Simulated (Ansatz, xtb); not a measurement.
Potential energy curve for SeNa (cation, charge +1), lowest triplet found (which spin is the ground state isn't settled by this scan).

ROMP2 = Ansatz (a program for electronic structure) with MP2 on ROHF/aug-cc-pVDZ, cores with 3d frozen; GFN1-xTB (xtb); UCCSDT = CCSDT on UHF/aug-cc-pVDZ, cores with 3d frozen in Ansatz.

Total energies in hartree (comparable only within one method and basis):

```tsv
R / Å	ROMP2	GFN1-xTB	UCCSDT
2.06	-2561.47042	-3.07038	-2561.48816
2.25	-2561.52017	-3.11151	-2561.53789
2.39	-2561.54122	-3.12297	-2561.55900
2.47	-2561.54934	-3.12630	-2561.56718
2.58	-2561.55719	-3.12882	-2561.57511
2.73	-2561.56347	-3.13012	-2561.58151
2.82	-2561.56554	-3.13020	-2561.58365
2.86	-2561.56616	-3.13012	-2561.58430
3.00	-2561.56724	-3.12938	-2561.58548
3.07	-2561.56730	-3.12877	-2561.58559
3.21	-2561.56681	-3.12719	-2561.58516
3.39	-2561.56542	-3.12478	-2561.58382
3.60	-2561.56334	-3.12190	-2561.58176
3.85	-2561.56077	-3.11869	-2561.57917
4.18	-2561.55775	-3.11480	-2561.57608
4.60	-2561.55478	-3.11032	-2561.57301
5.08	-2561.55245	-3.10608	-2561.57060
5.64	-2561.55074	-3.10255	-2561.56884
6.24	-2561.54962	-3.10029	-2561.56770
7.20	-2561.54861	-3.09875	-2561.56667
8.33	-2561.54800	—	-2561.56605
9.74	-2561.54761	—	-2561.56565
```

Dashes: no converged value, or the column stops at the first point that the program doubted or that broke a chosen test of continuity, which isn't proof of a fault.
